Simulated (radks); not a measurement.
Rb3+, configuration [Ar] 3d10 4s1 4p5 (not the ground configuration). Calculated with a radial shooting solver on a logarithmic mesh with Libxc functionals: Dirac Kohn-Sham, PBE, spin-unpolarised, spherical densities, finite nucleus; open shells are shared between the two j in proportion to 2j + 1; Fermi nuclear charge, rms radius 4.2036 fm.

Radial electron density D(r) = 4 pi r^2 rho(r):

| r (bohr) | D(r) (e/bohr) |
|---|---|
| 0.001362 | 0.9432 |
| 0.001773 | 1.521 |
| 0.00229 | 2.397 |
| 0.002982 | 3.786 |
| 0.003883 | 5.888 |
| 0.005016 | 8.864 |
| 0.006531 | 13.18 |
| 0.008505 | 18.94 |
| 0.01099 | 25.83 |
| 0.01431 | 33.67 |
| 0.01863 | 40.92 |
| 0.02406 | 45.51 |
| 0.03133 | 46.07 |
| 0.0408 | 42.67 |
| 0.0527 | 38.92 |
| 0.06862 | 39.85 |
| 0.08936 | 47.40 |
| 0.1154 | 54.80 |
| 0.1503 | 52.43 |
| 0.1957 | 40.02 |
| 0.2528 | 31.75 |
| 0.3292 | 35.36 |
| 0.4286 | 39.11 |
| 0.5537 | 30.64 |
| 0.721 | 16.06 |
| 0.9388 | 7.725 |
| 1.213 | 5.888 |
| 1.579 | 4.557 |
| 2.056 | 2.186 |
| 2.656 | 0.5893 |
| 3.459 | 0.07358 |
| 4.504 | 0.003543 |

D(r) has 3 maxima, at r = 0.0282, 0.126, 0.412 bohr, and minima at 0.0585, 0.263 bohr, inside which lie 2.08, 11.05 electrons.
